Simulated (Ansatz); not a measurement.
`C[Si](F)(F)I` at its PBE0-D4/def2-TZVP geometry, where that method's forces vanish. The species carries charge 0 and has multiplicity 1. I: def2 effective core potential.

```xyz
8

C     0.6134    0.0686    0.8345
Si   -0.4662    0.0967   -0.6502
F    -1.7700    0.9534   -0.3726
F     0.2765    0.7940   -1.8639
I    -1.1583   -2.1083   -1.3643
H     0.8935    1.0895    1.1063
H     0.0908   -0.3896    1.6759
H     1.5204   -0.5044    0.6343
```

Problem. What forces (eV/Å) does ωB97M-V/def2-TZVPP give on these atoms in Ansatz? (Best estimate.)

Solution. Ansatz gave: 
```
C1   0.005  0.003  0.007
Si2  0.065 -0.154  0.105
F3  -0.115  0.047  0.026
F4   0.064  0.033 -0.104
I5   0.024  0.082  0.024
H6  -0.019 -0.081 -0.017
H7   0.037  0.030 -0.056
H8  -0.061  0.039  0.016
```
